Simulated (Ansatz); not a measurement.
Isolated molecules relaxed with PBE0-D4/def2-TZVP in Ansatz; ΔE leaves out vibrations. CBS: MP2 limit from def2 TZ/QZ plus the TZ coupled-cluster correction, frozen cores. Functionals use def2-TZVPP. For Sc outer-core shells are correlated without core-valence functions, which leaves a few kJ/mol of doubt a bond. Scalar relativity is left out up to krypton. One conformer a species, not always the lowest.

`OP[SiH2][SiH3]` + `[OH][Sc]([F])[Cl]` → `[F][Sc]([Cl])[O][SiH3]` + `OP[SiH3]`  (cleavage of the Si–Si bond)

```
         level  ΔE (eV)
        B2PLYP    -1.12
 HF/def2-TZVPP    -1.37
MP2/def2-TZVPP    -1.13
CCSD/CBS(def2)    -1.12
```

(1) What does CCSD(T)/CBS give? (Best estimate.)

Largest T1 diagnostic among the species: 0.016.

Results:

(1) Ansatz gave: -1.08 eV. The listed levels differ from it by -0.04, -0.29, -0.05, -0.04 eV.

The D4 term adds +0.04 eV with B3LYP and +0.02 eV with PBE0; it sums over pairs of atoms, weighted by their polarisabilities, and B3LYP, whose exchange is more repulsive, gets the larger term. In def2-TZVPP, CCSD(T) changes the Hartree–Fock value by +0.29 eV (the triples alone add +0.04 eV) and MP2 by +0.24 eV. From PBE to PBE0 (25 % exact exchange), in def2-TZVPP and without D4, ΔE moves by −0.08 eV.

B3LYP here is the variant with VWN-RPA as its local correlation; programs differ in this.
